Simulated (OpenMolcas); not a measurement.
# Rh2+: moving or changing the point charges

Rh2+ among 6 point charges of -1.7 e arranged as a tetragonal octahedron (D4h), 2.18 Å from the ion, with the axial distance 2.463 Å.
```
   2.1800    0.0000    0.0000  -1.70
   0.0000    2.1800    0.0000  -1.70
  -2.1800    0.0000    0.0000  -1.70
   0.0000   -2.1800    0.0000  -1.70
   0.0000    0.0000    2.4634  -1.70
   0.0000    0.0000   -2.4634  -1.70
```

| Item | Value |
| --- | --- |
| Program | OpenMolcas |
| Method | CASSCF |
| Basis | ANO-RCC-VDZP [6s5p3d1f] |
| Scalar Hamiltonian | DKH2, point nucleus |
| Active space | 7 electrons in 5 orbitals (4d) |
| State averaging | 2S+1 = 4 even, 10 roots; 2S+1 = 2 even, 40 roots |
| Spin-orbit coupling | RASSI with atomic mean-field integrals over the reference wave functions |

Runs around this geometry, states (labels of D4, the rotations of D4h). Energies in cm-1 above the lowest state or level, χT in cm3 K/mol.

```csv
R (Å),q (e),Axial / equatorial distance,Ground state,First state of that spin,First gap with spin-orbit (degeneracies),χT at 300 K,First state of another spin
2.18,-0.85,1.13,4A2,4E 554.3,"428.6 (2, 2)",4.266,2A1 13154
2.18,-1.7,1.13,4A2,4E 1479,"510.1 (2, 2)",3.656,2A1 10501
2.41,-1.7,1.13,4A2,4E 985.8,"470.1 (2, 2)",4.070,2A1 12467
2.18,-1.7,1.22,4A2,4E 1920,"489.7 (2, 2)",3.705,2A1 10440
```

Taking the first state of the same spin as R^-n, n = -ln(985.8 / 1479) / ln(2.41 / 2.18) = 4.0 between the shortest and longest distance.

Scaling the charges by -0.85 / -1.7 = 0.50 scales the first state of the same spin by 554.3 / 1479 = 0.37; with fixed orbitals a first-order splitting would follow the charge.

Without dynamic correlation the repulsion within the d shell is too large (B by tens of per cent), so at a given field states of lower spin stand too high. Point charges give a weaker field than real ligands, and real ions of this kind are as a rule low spin; the high spin found here belongs to the model. Spin-orbit coupling mixes the spin-free states strongly: the lowest level takes only 54 % from its leading state, 4A2 (figures for R = 2.18, q = -0.85, ratio = 1.13; the like holds for R = 2.41, q = -1.7, ratio = 1.13). Point charges carry no covalency, so the field is a model and not that of real ligands. No measured value stands beside these numbers.
